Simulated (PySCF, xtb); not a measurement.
diantimony (Sb₂), SMILES [Sb]#[Sb].

Harmonic wavenumbers (cm⁻¹) from GFN2-xTB in xtb at its own minimum, in rising order: 277.

**Question.** What does B3LYP-D3(BJ)/def2-TZVP (PySCF) give at its own minimum? (An estimate is asked for; the answer gives what the named calculation found.)

**Answer.** 285. Paired by order, the mean absolute difference is 8 cm⁻¹ and the zero-point energies are 0.4 and 0.4 kcal/mol.
